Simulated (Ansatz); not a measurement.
Species: C10H8SSi, SMILES `C(#C)c1cc([SiH3])cc2c1ccs2` (charge 0, multiplicity 1), formula C$_{10}$H$_{8}$SSi.

Problem. How many basis functions does frozen-core CCSD(T)/cc-pVDZ // PBE-D3(BJ)/def2-SVP in Ansatz (a quantum-chemistry and plane-wave program) use, how many core orbitals are frozen, and how many electrons are correlated?

Solution. 216 basis functions and 20 frozen orbitals, which leaves 58 correlated electrons. Core time is of the order of minutes.
